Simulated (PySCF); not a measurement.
C₇H₁₀NPSi.
SMILES: `[SiH3]N=P12C=CC(C=C1)C=C2`

The closed-shell ground state was solved at several levels (PySCF, density fitting, gas phase, non-relativistic). Isolated species at its PBE0-D3(BJ)/def2-SVP geometry, gas phase.

```
            level  basis functions  total energy (Eh)  HOMO (eV)  LUMO (eV)  gap (eV)  dipole (D)
    PBE0/pcSseg-1              234          -957.5821      -6.76      -1.32      5.44        5.53
wB97X-D/def2-SVPD              288          -957.7491      -8.57       0.42      8.99        5.75
```

Question: Estimate the row for KT3/pcSseg-1, a basis of 234 functions; the other rows only guide the guess.

Answer: Total energy -968.4224 Eh, HOMO -5.58 eV, LUMO -2.17 eV, gap 3.41 eV, dipole 5.25 D.

Question: Over all these levels, which gives the widest orbital gap and which the narrowest?

Answer: wB97X-D/def2-SVPD (range-separated hybrid) has the widest, 8.99 eV, and KT3/pcSseg-1 (GGA) the narrowest, 3.41 eV. Functional and basis both differ between the two, so the spread mixes both effects.

Question: How far do the dipole and the HOMO energy spread over the levels?

Answer: The dipole runs from 5.25 to 5.75 D (mean 5.51 D) and the HOMO from -8.57 to -5.58 eV.

The pairwise dispersion term of wB97X-D wasn't added to the energies; at a given geometry it leaves orbitals and properties as they are.
